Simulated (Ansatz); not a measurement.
Several settings on one geometry of Li2I2⁻ (the lowest doublet isomer of a short search) (that of the charge -1 doublet, r2SCAN-D4/def2-TZVPD). Ansatz on 4 threads of Arm Neoverse V1 on a shared host; times are rough.

```
atom   x (Å)   y (Å)   z (Å)
 Li1   1.729  -2.586   0.373
 Li2  -0.647   0.759  -0.109
  I3  -2.942   1.778  -0.257
  I4   1.860   0.048  -0.007
```

Totals from different functionals, basis sets or treatments of relativity can't be compared as stabilities.

In the def2 sets I takes a core potential; there is no spin–orbit coupling.

The spins typed aren't always the lowest for that charge.

(1) Give the basis size and estimate the energy, ⟨S²⟩ and time of these runs.

```
run                           method  charge    state                                                                        further keys
  1  RKS PBEsol-D3(BJ)-ATM/def2-TZVP       0  singlet  pseudopotentials: {relativity: none}; scf: {lower_state_search: off}; forces asked
  2              UKS ωB97/def2-mTZVP      -1  doublet                                                                                   –
  3               UKS B97/def2-TZVPD      -1  doublet                                                                                   –
```

## Answers

(1) 
```csv
run,functions,energy (Eh),⟨S²⟩,wall time
1,128,-609.8598,–,1.2 s
2,88,-610.5642,0.75,5.5 s
3,152,-610.7638,0.75,7.5 s
```

The highest occupied level of an anion often lies above zero with these methods, and sets without diffuse functions describe the outer electron poorly.
